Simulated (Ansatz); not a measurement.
C$_{2}$H$_{3}$ClGe, SMILES `C#[C][GeH2][Cl]`, relaxed with RKS PBE0-D4/def2-TZVP in Ansatz from a PBE-D4/def2-SVP geometry. The force threshold is 0.005 eV/Å; the program also tests the step.

Total charge 0; spin multiplicity 1.

Start:

```xyz
7

C    -0.676    0.484    1.884
C    -0.259    0.253    0.754
Ge    0.410   -0.100   -0.991
Cl   -0.072   -2.162   -1.499
H    -1.057    0.678    2.880
H    -0.293    0.810   -2.022
H     1.948    0.036   -1.005
```

| step | energy (eV) | largest force (eV/Å) | largest move (Å) |
| --- | --- | --- | --- |
| 1 | -71150.1884 | 1.545 | 0.000 |
| 2 | -71150.2320 | 0.135 | 0.038 |
| 3 | -71150.2328 | 0.034 | 0.011 |
| 4 | -71150.2329 | 0.019 | 0.003 |
| 5 | -71150.2329 | 0.001 | 0.005 |

End:

```xyz
7

C    -0.673    0.476    1.863
C    -0.257    0.244    0.757
Ge    0.407   -0.097   -0.980
Cl   -0.071   -2.133   -1.482
H    -1.044    0.676    2.843
H    -0.292    0.801   -2.001
H     1.930    0.034   -1.000
```

Hardware: 2 threads of a server CPU on a shared host. Wall time 9 s, peak host memory 0.43 GiB.
